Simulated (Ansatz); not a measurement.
`C=[CH][GaH][Cl]` + `[AlH2][O]C[SiH3]` → `[SiH3][GaH][Cl]` + `C=CC[O][AlH2]`  (redistribution)

Isolated molecules relaxed with PBE0-D4/def2-TZVP in Ansatz; ΔE leaves out vibrations. CBS: MP2 limit from def2 TZ/QZ plus the TZ coupled-cluster correction, frozen cores. DFT in def2-TZVPP. For Ga outer-core shells are correlated without core-valence functions, which leaves a few kJ/mol of doubt a bond. Scalar relativity is left out up to krypton. One conformer a species, not always the lowest.

CCSD(T)/CBS gives -3.0 kcal/mol.

**Question.** Another level gave -1.8 kcal/mol. Which?
A. PBE0/def2-TZVPP
B. CCSD/def2-TZVPP
C. SCS-MP2/def2-TZVPP
D. r2SCAN/def2-TZVPP

**Answer.** C. SCS-MP2/def2-TZVPP -1.8, CCSD/def2-TZVPP -3.2, r2SCAN -4.5, PBE0 -5.8 kcal/mol.

Largest T1 diagnostic among the species: 0.013.
